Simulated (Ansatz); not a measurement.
`[CH3][Ga-]([PH3+])([Cl])[Cl]` at its PBE0-D4/def2-TZVP geometry, where that method's forces vanish. The species carries charge 0 and has multiplicity 1.

```xyz
11

C    -1.5860    1.1540    0.2585
Ga    0.0551    0.2997    0.8893
P     1.1080   -1.0967   -0.9444
Cl    1.8587    1.4964    1.1794
Cl   -0.0604   -1.3831    2.2761
H    -2.3221    0.4041   -0.0341
H    -1.3774    1.8096   -0.5881
H    -2.0083    1.7561    1.0651
H     0.4539   -2.2217   -1.4864
H     2.2878   -1.7066   -0.4828
H     1.5906   -0.5117   -2.1325
```

Question: What forces (eV/Å) does B3LYP-D4/def2-TZVPP give on these atoms in the Gaussian-basis code of Ansatz? (Best estimate.)

Answer: Computed: 
```
C1  -0.187  0.100 -0.065
Ga2 -0.078  0.040 -0.033
P3   0.091 -0.124 -0.161
Cl4  0.204  0.154  0.043
Cl5 -0.025 -0.190  0.174
H6   0.037  0.045  0.011
H7  -0.018 -0.036  0.044
H8   0.017 -0.031 -0.048
H9   0.026  0.038  0.017
H10 -0.051  0.026 -0.020
H11 -0.015 -0.023  0.039
```

B3LYP here is the variant with VWN-RPA as its local correlation; programs differ in this.
